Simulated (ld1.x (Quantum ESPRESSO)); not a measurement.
# Transferability test, TM semilocal potential for Mo (Z = 42)

- Element: molybdenum (Mo)
- Generator: ld1.x (Quantum ESPRESSO) 7.5
- Type: norm-conserving Troullier–Martins (semilocal form)
- Functional: PBEsol
- Relativity: scalar-relativistic
- Frozen core: [Ar] 3d10
- Valence charge: 14
- Reference configuration: 4s2 4p6 4d5 5s1 5p0
- Partial waves: 4p (bound): rc 1.75 bohr; 4d (bound): rc 2.45 bohr; 4s (bound): rc 1.10 bohr
- Local potential: the s channel
- Core correction: Bessel-smoothed model core, default radius (core density twice the valence density)

Occupied shells without a wave of their own: 5s. They enter only through the test configuration that unscreens the potential, and ld1.x also counts them in the model core charge.

Energies are relative to the spin-unpolarised reference configuration 4s2 4p6 4d5 5s1 5p0; without spin polarisation the order of configurations can differ from experiment. The frozen-core shift is the all-electron ΔE with the core orbitals held at their reference shape minus the fully relaxed ΔE.

ld1.x takes every shell without a wave as core, so the model core holds the 5s electrons as well and exchange and correlation see them twice. This cancels in the reference configuration, but the file is broken for other ones, and its errors say nothing about a proper core correction.

```csv
valence configuration,charge,ΔE all-electron (eV),error AE − PS (meV),frozen-core shift (meV)
4s2 4p6 4d5 5s0 5p0,+1,6.904,-196,+1.6
4s2 4p6 4d4 5s0 5p0,+2,22.359,-433,+0.1
4s2 4p6 4d3 5s0 5p0,+3,49.084,-676,-0.4
4s2 4p6 4d4 5s1 5p1,0,3.762,+55,-2.6
4s2 4p6 4d5 5s0 5p1,0,3.189,-25,+0.6
4s2 4p6 4d6 5s0 5p0,0,0.774,-55,+2.4
4s2 4p6 4d5 5s0.5 5p0,+0.5,2.741,-59,+0.7
```

Levels in the configuration 4s2 4p6 4d6 5s0 5p0:

```csv
level,all-electron (eV),pseudo (eV)
4s,-62.147,-62.234
4p,-36.403,-36.481
4d,-2.309,-2.371
```

A variational frozen-core shift is positive and of second order in the change. This column holds negative values, so the frozen-core run of ld1.x carries numerical noise or an error of first order here, and the column gives no more than the rough size of the effect.
